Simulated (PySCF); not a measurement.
**Property card for `COc1ccs[c]1[GaH2]`**

Species: C5H7GaOS.
Atom-mapped SMILES: `[CH3:1][O:2][c:3]1[cH:4][cH:5][s:6][c:7]1[GaH2:8]` (hydrogens: H9, H10, H11 on C1; H12 on C4; H13 on C5; H14, H15 on Ga8)

Some functional groups and rings: aromatic ring with sulfur and ether.

From PBE0-D3(BJ)/def2-SVP geometry optimisation, gas phase (PySCF):

* Point group: Cs
* Rotational constants A, B, C: 1.518, 0.986, 0.600 GHz

B3LYP/def2-SVPD ground state, ΔSCF and vertical TDDFT (core frozen in the response) (PySCF):

* Dipole moment: 2.87 D
* HOMO energy: -6.15 eV
* LUMO energy: -1.82 eV
* HOMO–LUMO gap: 4.33 eV
* Lowest singlet excitation: 3.80 eV (326 nm, f = 0.109)
* Strongest line among the 10 lowest singlet transitions: S1 at 3.80 eV (326 nm, f = 0.109)
* Lowest triplet excitation (Tamm–Dancoff): 2.95 eV
* Static isotropic polarisability: 115.5 au
* Vertical ionisation energy: 8.06 eV
* Vertical electron affinity: 0.15 eV
* Electronic spatial extent ⟨r²⟩ about the centre of nuclear charge: 1757 bohr²

CAM-B3LYP/pcSseg-1 ground state and GIAO shieldings, non-relativistic (PySCF):

* 13C chemical shifts (computed TMS as zero) by class: 177.4 (C3), 150.1 (C5), 135.0 (C7), 118.8 (C4), 57.1 (C1) ppm
* 1H chemical shifts (computed TMS as zero) by class: 7.54 (H13), 6.68 (H12), 5.91 (H14/H15), 3.83 (H9/H10/H11) ppm
* Isotropic shieldings of nuclei other than C and H, by class: 243 (O2), 254 (S6), 1206 (Ga8) ppm

Monoisotopic mass from the formula: 183.9473 u.

In wavenumbers S1 is 30600 cm⁻¹ (1 eV = 8065.54 cm⁻¹). With B = h/(8π²I), that is 505.379 GHz u Å² over I, the principal moments of inertia are 333.0, 512.8 and 842.5 u Å² (most abundant isotopes); the inertial defect Ic − Ia − Ib is -3.3 u Å² (zero for a rigid planar frame, negative otherwise). In atomic units the dipole is 1.13 e·bohr (1 au = 2.5417 D). S1 lies 0.53 eV below the HOMO–LUMO gap; its leading configuration is HOMO→LUMO, weight 0.97. The rotational constants make it an asymmetric top with κ = (2B − A − C)/(A − C) = -0.16, nearer the prolate limit (−1). The principal polarisabilities are 72.2, 129.7 and 144.7 au; their mean is the isotropic value. The vertical singlet–triplet gap S1 − T1 is 0.85 eV (TDDFT singlet less Tamm–Dancoff triplet; S1: HOMO→LUMO, weight 0.97; T1: HOMO→LUMO, weight 0.90).

 Relativistic effects, spin–orbit coupling among them, are left out although an element past zinc is present. Atoms bound to Ga lack the heavy atom's spin–orbit term in their shielding, so their NMR values are less reliable. NMR classes are plain means over equivalent atoms (diastereotopic ones count apart unless rotation or inversion swaps them), as if these changed places fast; in this geometry the members of some classes differ.

The values belong to the conformer `[CH3:1][O:2][c:3]1[cH:4][cH:5][s:6][c:7]1[GaH2:8]`: C1–O2–C3–C4 -1°.
